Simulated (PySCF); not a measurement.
# Working with the constants of GaO

LDA constants of GaO, ²Σ⁺ (doublet), unpaired electrons σ ↑ (Ga pcseg-1, O pcseg-1; no relativity (PySCF 2.14); masses 68.9256 and 15.9949 u):

| Item | Value |
| --- | --- |
| ωe | 787.0 cm⁻¹ |
| ωexe | 4.69 cm⁻¹ |
| Be | 0.44909 cm⁻¹ |
| αe | 0.00356 cm⁻¹ |
| De to Ga + O | 5.55 eV |

(1) What force constant and bond length do these constants imply?

(2) Estimate the centrifugal constant D from the Kratzer relation and find the Dunham coefficient a1.

Spin–orbit coupling is left out. The state was picked by a PBE0 search and need not be the measured ground state.

Answers

(1) Reduced mass μred = 12.982 u; k = 5.8918×10⁻⁷·μred·ωe² (u, cm⁻¹, mdyn/Å) = 4.74 mdyn/Å; Re = √(16.8576/(μred·Be)) (u, cm⁻¹, Å) = 1.700 Å.

(2) D = 4Be³/ωe² = 5.85e-07 cm⁻¹; a1 = −1 − αeωe/(6Be²) = -3.32.
